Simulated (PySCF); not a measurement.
# SMILES Cn1c(Br)ccc1B(F)F, C5H5BBrF2N

Molfile (atoms numbered from 1):
```
C5H5BBrF2N
     RDKit          3D

 15 15  0  0  0  0  0  0  0  0999 V2000
    0.1206   -1.2341   -0.1119 C   0  0  0  0  0  0  0  0  0  0  0  0
    0.5370    0.1459   -0.2181 N   0  0  0  0  0  0  0  0  0  0  0  0
   -0.2846    1.2194   -0.0971 C   0  0  0  0  0  0  0  0  0  0  0  0
   -2.1104    1.0256    0.1962 Br  0  0  0  0  0  0  0  0  0  0  0  0
    0.4406    2.3955   -0.2195 C   0  0  0  0  0  0  0  0  0  0  0  0
    1.7724    2.0012   -0.4216 C   0  0  0  0  0  0  0  0  0  0  0  0
    1.8309    0.6061   -0.4181 C   0  0  0  0  0  0  0  0  0  0  0  0
    3.0954   -0.2287   -0.6019 B   0  0  0  0  0  0  0  0  0  0  0  0
    3.1185   -1.5593   -0.5966 F   0  0  0  0  0  0  0  0  0  0  0  0
    4.2607    0.3742   -0.7808 F   0  0  0  0  0  0  0  0  0  0  0  0
   -0.7601   -1.4123   -0.7438 H   0  0  0  0  0  0  0  0  0  0  0  0
   -0.1391   -1.4864    0.9278 H   0  0  0  0  0  0  0  0  0  0  0  0
    0.9389   -1.8802   -0.4416 H   0  0  0  0  0  0  0  0  0  0  0  0
    0.0315    3.4013   -0.1674 H   0  0  0  0  0  0  0  0  0  0  0  0
    2.6313    2.6551   -0.5628 H   0  0  0  0  0  0  0  0  0  0  0  0
  1  2  1  0
  2  3  1  0
  3  4  1  0
  3  5  2  0
  5  6  1  0
  6  7  2  0
  7  8  1  0
  8  9  1  0
  8 10  1  0
  7  2  1  0
  1 11  1  0
  1 12  1  0
  1 13  1  0
  5 14  1  0
  6 15  1  0
M  END
```

Computed with PySCF 2.14.0, quadratic response CAM-B3LYP/aug-cc-pVDZ first hyperpolarisability, Taylor convention, gas phase. Geometry: PBE0-D3(BJ)/def2-SVP.

The calculation is non-relativistic, which matters for the atoms heavier than Zn.

Problem. Give the tensor of the second harmonic β(−2ω;ω,ω) at 1907 nm in the axes of these coordinates.

Solution. In au, Taylor convention; rows are the first index (the induced dipole):
|  | xx | yy | zz | xy | xz | yz |
| --- | --- | --- | --- | --- | --- | --- |
| x | -260.3 | -57.4 | -2.8 | +201.2 | +41.5 | -35.8 |
| y | +197.2 | -41.2 | -14.0 | -59.2 | -35.2 | +4.6 |
| z | +41.9 | +4.4 | -8.0 | -35.9 | -2.2 | -13.8 |

Norm of βᵢ = ⅓ Σⱼ (βᵢⱼⱼ + βⱼᵢⱼ + βⱼⱼᵢ): 354.5 au, hyper-Rayleigh value 172.7 au.
